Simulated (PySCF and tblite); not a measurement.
The numbers below are computed, except where a source is named.
C8H13NSi, numbered as in [CH3:1][Si:2]([CH3:3])([CH3:4])[c:5]1[cH:6][cH:7][cH:8][n:9][cH:10]1.

Free energies: PBE0-D3(BJ)/def2-SVP (IEF-PCM, chloroform) on GFN2-xTB structures plus GFN2-xTB thermal terms, symmetry and mirror images included. Conformers within 3 kcal/mol (GFN2-xTB free energy) were kept, 8 at most. GIAO shieldings: B97-2/pcSseg-1 (IEF-PCM, chloroform). Shifts are against TMS (¹H), TMS (¹³C), TMS (²⁹Si) at the same level. (PySCF 2.14, tblite 0.8.)

Torsions listed: C1–Si2–C5–C6.

```json
{"conformer": "1", "shape": "180°", "symmetry": "Cs", "E(GFN2) kcal/mol": "0.03", "E(DFT) kcal/mol": "0.00"}
{"conformer": "2", "shape": "120°", "symmetry": "Cs", "E(GFN2) kcal/mol": "0.00", "E(DFT) kcal/mol": "0.00"}
```

Problem. How much do the weights at 298.15 K and the averaged shift of H10 depend on how the conformers are weighted?

Solution. 
```
                                                              weighting  1 (%)  2 (%)  δ (ppm)  rms dipole (D)
DFT energy with thermal terms, symmetry and mirror images (full scheme)     50     50     8.88            2.85
                             DFT energy with symmetry and mirror images     50     50     8.88            2.85
                                                        bare DFT energy     50     50     8.88            2.85
                        GFN2-xTB energy with symmetry and mirror images     49     51     8.89            2.85
                                                   GFN2-xTB free energy     49     51     8.89            2.85
                                                leading conformer alone    100      0     8.82            2.83
                                                          equal weights     50     50     8.88            2.85
```

The largest departure from the full scheme, 0.06 ppm, comes with: leading conformer alone.
